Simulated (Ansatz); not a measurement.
The cluster Zn3S3. Charge 0, multiplicity 1. Geometry PBE0-D4/def2-SVP.

Cartesian coordinates in Å:
```
Zn 1.4979 -0.3832 0.5540
Zn -1.2931 -0.9182 0.4268
Zn -0.2048 1.3013 -0.9808
S 1.9527 1.3865 -0.6445
S 0.3090 -1.9644 1.4821
S -2.2618 0.5779 -0.8375
```

The structure comes from a short search, and lower isomers may exist.

**Question.** Estimate the orbital energies around the gap (eV) in Ansatz with LDA (SPW92)/def2-TZVP, PBE-D4/def2-SVP, PBE-D4/def2-TZVP, PBE-D4/def2-TZVPD, BHLYP-D4/def2-TZVPD.

**Answer.** 
```
orbital  LDA (SPW92)/def2-TZVP  PBE-D4/def2-SVP  PBE-D4/def2-TZVP  PBE-D4/def2-TZVPD  BHLYP-D4/def2-TZVPD
 HOMO−9                 -12.59           -11.80            -12.26             -12.29               -17.54
 HOMO−8                  -9.68            -9.15             -9.43              -9.47               -11.68
 HOMO−7                  -8.75            -8.20             -8.48              -8.52               -10.62
 HOMO−6                  -8.75            -8.20             -8.48              -8.52               -10.62
 HOMO−5                  -7.75            -7.28             -7.54              -7.57                -9.47
 HOMO−4                  -7.45            -6.94             -7.24              -7.27                -9.21
 HOMO−3                  -7.45            -6.94             -7.24              -7.27                -9.21
 HOMO−2                  -7.09            -6.55             -6.90              -6.94                -9.05
 HOMO−1                  -6.34            -5.80             -6.16              -6.20                -8.26
   HOMO                  -6.34            -5.80             -6.16              -6.20                -8.26
   LUMO                  -3.50            -2.77             -3.21              -3.24                -1.69
 LUMO+1                  -2.34            -1.75             -2.07              -2.13                -0.49
 LUMO+2                  -2.12            -1.47             -1.85              -1.91                -0.32
 LUMO+3                  -2.12            -1.47             -1.85              -1.91                -0.32
 LUMO+4                  -1.59            -0.16             -1.33              -1.41                -0.03
 LUMO+5                  -0.88             0.67             -0.64              -0.73                 0.55
```
